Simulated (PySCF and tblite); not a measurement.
Results of a calculation; reference values are marked as such.
Molecule: 2-cyclohexen-1-amine, C₆H₁₁N, numbered as in [NH2:1][C@H:2]1[CH:3]=[CH:4][CH2:5][CH2:6][CH2:7]1; H are named by their carrier, a and b as at the first point (Å):

```
N1      -2.223    1.049    0.342
C2      -0.995    0.600   -0.340
C3       0.165    1.416    0.155
C4       1.379    0.928    0.342
C5       1.755   -0.497    0.071
C6       0.678   -1.215   -0.739
C7      -0.701   -0.895   -0.171
H1a     -2.078    0.777    1.317
H1b     -2.933    0.375    0.050
H2      -1.141    0.819   -1.409
H3      -0.066    2.450    0.364
H4       2.171    1.561    0.719
H5a      2.710   -0.529   -0.460
H5b      1.905   -1.008    1.029
H6a      0.719   -0.880   -1.778
H6b      0.855   -2.292   -0.725
H7a     -0.722   -1.148    0.893
H7b     -1.468   -1.489   -0.676
```

The mean out-of-plane torsion at N1 (0° is planar) is held and the rest relaxed at GFN2-xTB. Energies: PBE0/pcSseg-1 + D3(BJ). Couplings: B3LYP/6-31G* with H pcJ-1 N pcJ-1, gas phase, for ¹H, ¹⁵N. Programs: tblite and PySCF.

Q: How do the most sensitive couplings change along the out-of-plane angle?

A: 
```
out-of-plane angle °  ¹J(N1,H1b)  ¹J(N1,H1a)  ²J(H1a,H1b)  ²J(N1,H2)  ³J(H1b,H2)  ³J(H1a,H2)  ³J(N1,H7a)  ³J(N1,H3)  ³J(H2,H7a)
                 -44       -54.0       -54.1        -15.0       -2.9         2.6        15.8        -0.5       -2.5         9.5
                 -26       -79.7       -79.9         -0.2       -1.0         3.2        15.1        -1.0       -2.9         9.3
                   0      -101.8       -98.5         10.7        1.4         8.1        12.9        -1.9       -2.3         9.7
                  26       -79.9       -79.3         -0.3       -2.3         3.6        15.4        -2.8       -1.3        10.3
                  44       -54.1       -53.7        -15.1       -4.3         2.6        15.9        -2.2       -0.8        10.1
```
Values in Hz.

Q: Set ³J(H1b,H2) against its H–N–C–H torsion.

A: -68°: 2.6 Hz, -50°: 3.6 Hz, 11°: 8.1 Hz, 55°: 3.2 Hz, 71°: 2.6 Hz.
